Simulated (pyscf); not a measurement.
## `[SiH3][InH][AsH2]`, singlet

Gas-phase minimum from PySCF at ωB97X-D3(BJ)/def2-SVP, one conformer. 

```xyz
9

Si    -0.2193     1.2949    -1.7302
In    -0.1780     0.1867     0.5692
As     1.7093     0.7270     2.2169
H     -1.5797     1.8048    -2.0825
H      0.7394     2.4378    -1.8121
H      0.1731     0.2969    -2.7737
H     -1.4193    -0.8972     1.1020
H      2.7637     0.6973     1.1230
H      1.9026    -0.7358     2.5806
```

Bonds (Å): Si1–In2 2.553, Si1–H4 1.495, Si1–H5 1.494, Si1–H6 1.496, In2–As3 2.563, In2–H7 1.732, As3–H8 1.520, As3–H9 1.520. Angles (°): In2–Si1–H4 112.0, In2–Si1–H5 111.8, In2–Si1–H6 109.5, H4–Si1–H5 108.1, H4–Si1–H6 107.6, H5–Si1–H6 107.7, Si1–In2–As3 120.0, Si1–In2–H7 122.5, As3–In2–H7 117.5, In2–As3–H8 92.5, In2–As3–H9 92.6, H8–As3–H9 93.7.

Properties at ωB97X-D3(BJ)/def2-SVP:

```
Quantity                                                                                                                                                                                                                          Result
---------------------------------------------------------------------------------------------------------------------  -----------------------------------------------------------------------------------------------------------------
Harmonic wavenumbers, unscaled                                                                                         15, 59, 109, 231, 314, 320, 416, 428, 523, 530, 610, 881, 953, 959, 1016, 1804, 2224, 2234, 2240, 2256, 2266 cm⁻¹
Zero-point energy                                                                                                                                                                                                          29.1 kcal/mol
Rotational symmetry number                                                                                                                                                                                                             1
Entropy of this conformer at 298 K and 1 atm, rigid rotor and harmonic oscillator, modes under 100 cm⁻¹ raised to 100                                                                                                    374.0 J/(mol K)
Dipole moment                                                                                                                                                                                                                     0.59 D
```

Single-point totals, which compare only within one level:

```csv
level,total energy (hartree)
ωB97X-D3(BJ)/def2-TZVP,-2719.17297
PBE/def2-TZVP,-2718.61575
r²SCAN/def2-TZVP,-2719.14607
B3LYP-D3(BJ)/def2-TZVP,-2719.26737
PBE0-D3(BJ)/def2-TZVP,-2718.72244
M06-2X/def2-TZVP,-2719.01354
ωB97M-D3(BJ)/def2-TZVP,-2719.19611
```

The lowest mode is so soft that the shape along it may change with the basis. Soft torsions are taken as harmonic, which can shift the entropy by several J/(mol K). Elements up to Kr have no core potential and no relativistic terms here. Elements past Kr carry the def2 core potentials, without spin-orbit coupling.
